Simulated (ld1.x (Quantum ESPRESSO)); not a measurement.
# Which change was made? (He, TM)

```json
{
  "Element": "helium",
  "Generator": "ld1.x (Quantum ESPRESSO) 7.5",
  "Type": "norm-conserving Troullier–Martins (Kleinman–Bylander form)",
  "Functional": "PBE",
  "Relativity": "scalar-relativistic",
  "Frozen core": "none",
  "Valence charge": "2",
  "Reference configuration": "1s2",
  "Partial waves": "2p channel at 0.1 Ry: rc 0.45 bohr; 1s (bound): rc 0.50 bohr",
  "Local potential": "the s channel",
  "Core correction": "none"
}
```

Cutoffs, loose and tight: the cutoffs (Ry, on a coarse ladder) from which the occupation-weighted sum of valence levels, in a spherical-Bessel basis at the reference potential, stays within 10 and 1 mRy of its value at 400 Ry. They do not see the model core or the augmentation charge, which bear on the density cutoff. Test errors are all-electron minus pseudo excitation energies from the reference, over the configurations 1s1; 1s1.5; variants that change the core or the reference have their own tests.

The base gives: outcome: generated; cutoff, loose: 180 Ry; cutoff, tight: 230 Ry; bound ghosts: none; largest test error (meV): +1.4.

After one change the result is: outcome: generated; cutoff, loose: 120 Ry; cutoff, tight: 180 Ry; bound ghosts: none; largest test error (meV): +7.9. Which change was it?
A. all radii scaled by about 1.12 (s 0.56, p 0.50 bohr)
B. wave 1s (bound): rc 0.50 bohr becomes 1s (bound): rc 0.34 bohr
C. wave 1s (bound): rc 0.50 bohr becomes 1s (bound): rc 0.66 bohr

C. The others give: wave 1s (bound): rc 0.50 bohr becomes 1s (bound): rc 0.34 bohr → outcome: generated; cutoff, loose: 260 Ry; cutoff, tight: over 300 Ry; bound ghosts: none; largest test error (meV): -1.0 | all radii scaled by about 1.12 (s 0.56, p 0.50 bohr) → outcome: generated; cutoff, loose: 140 Ry; cutoff, tight: 200 Ry; bound ghosts: none; largest test error (meV): +3.5.
